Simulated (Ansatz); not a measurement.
```yaml
crystal:
  periodic: [false, false, false]
  atoms:
    - {symbol: S, position_ang: [-2.222406, 0.334087, 0.020831]}
    - {symbol: Al, position_ang: [-0.067287, -0.096470, -0.304890]}
    - {symbol: S, position_ang: [1.407755, -0.020448, 1.233835]}
    - {symbol: S, position_ang: [0.487310, -0.570349, -2.432468]}
    - {symbol: H, position_ang: [-2.051966, 0.632558, 1.321889]}
    - {symbol: H, position_ang: [0.601204, 0.259211, 2.151063]}
    - {symbol: H, position_ang: [1.815777, -0.753435, -1.957259]}
basis:
  gaussian: {orbitals: pcseg-2}
magnetization: {spin_polarized: true, initial_magnetization: 4}
hamiltonian: {xc: {name: BLYP}}
```

```sh
$ ansatz run in.yaml --threads 4 --pin off --events-out ev --progress --plain --max-ram 10444MiB
```

It prints (some lines left out):

```
Functional definition: BLYP
1166 factors; their error is unknown
mean field evaluation 1: about -39145.1560 eV, gradient 2.1e1 eV
mean field evaluation 2: about -39125.6688 eV, gradient 4.6e1 eV
mean field evaluation 4: about -39147.1796 eV, gradient 9.2e0 eV
mean field evaluation 8: about -39147.8944 eV, gradient 4.9e0 eV
mean field evaluation 16: about -39148.1436 eV, gradient 1.7e-1 eV
mean field evaluation 32: about -39148.1080 eV, gradient 2.5e-5 eV
mean field -39148.10803190 eV, -1438.6664346317 hartree, gradient 1.3e-5 eV, S^2 6.005665; 10 other end points of the search recorded, 0 dependent functions left out
reference -39148.10840106 eV, -1438.6664481981 hartree; 34, 30 occupied and 144, 148 virtual orbitals, 1166 factors
Total energy: -39148.10840106 eV, -1438.6664481981 hartree
```

Task: What is wrong with this run?

Result: The spin is set far too high for this molecule. The calculation finished and met its thresholds. The result belongs to that input, not to the molecule as meant.
